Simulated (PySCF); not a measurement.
# Electric field gradients and quadrupole coupling constants

Species: resorcinol, C₆H₆O₂.
Atom-mapped SMILES: `[OH:1][c:2]1[cH:3][cH:4][cH:5][c:6]([OH:7])[cH:8]1` (hydrogens: H9 on O1; H10 on C3; H11 on C4; H12 on C5; H13 on O7; H14 on C8)

Geometry (PBE0-D3(BJ)/def2-TZVP, Å), atoms numbered from 1 in this order:
```
atom  x, y, z in Å
O1    -2.2017   -1.4757   -0.2886
C2    -1.1359   -0.6507   -0.1471
C3    -1.2687    0.7352   -0.1276
C4    -0.1357    1.5172    0.0208
C5     1.1180    0.9435    0.1507
C6     1.2321   -0.4437    0.1292
O7     2.4273   -1.0709    0.2515
C8     0.1102   -1.2443   -0.0194
H9    -3.0002   -0.9463   -0.3627
H10   -2.2472    1.1932   -0.2284
H11   -0.2315    2.5966    0.0365
H12    2.0004    1.5641    0.2672
H13    3.1196   -0.4111    0.3454
H14    0.2066   -2.3221   -0.0353
```

Field gradients from the PBE0/pcSseg-2 density (PySCF, non-relativistic), principal values in atomic units, ordered |Vxx| ≤ |Vyy| ≤ |Vzz|:

```csv
atom,Vxx,Vyy,Vzz
O1,-0.1418,-1.5418,1.6836
O7,-0.1425,-1.5417,1.6842
```

**Question.** Find the asymmetry η = (Vxx − Vyy)/Vzz and the couplings χ = eQV/h (234.96 MHz × Q in barn × V in au), with Q(17O) = −0.0256 b.

**Answer.** 
```
atom         environment  nucleus     η  χzz (MHz)  χxx (MHz)  χyy (MHz)
  O1  phenol-type oxygen      17O  0.83     -10.13       0.85       9.27
  O7  phenol-type oxygen      17O  0.83     -10.13       0.86       9.27
```

The tensor is traceless: Vxx + Vyy + Vzz = 0.

**Question.** What is Vzz at O7 in SI units (1 au = 9.71736 × 10²¹ V/m²)?

**Answer.** 1.6842 au = 16.366 × 10²¹ V/m².

Were the hydrogens deuterons (Q(2H) = 0.00286 b), χzz would run from 199 kHz (H11, H10 and H12) to 305 kHz (H13 and H9).

One conformer (not necessarily the lowest) at the PBE0-D3(BJ)/def2-TZVP geometry, without solvent, vibrations or thermal averaging.

The run behind these numbers computed NMR shieldings as well. The run took 69 s of wall time on Arm Neoverse V1, one thread, shared host with 32 logical CPUs at a one-minute load of 34, and the process peaked at 1.6 GiB of memory.
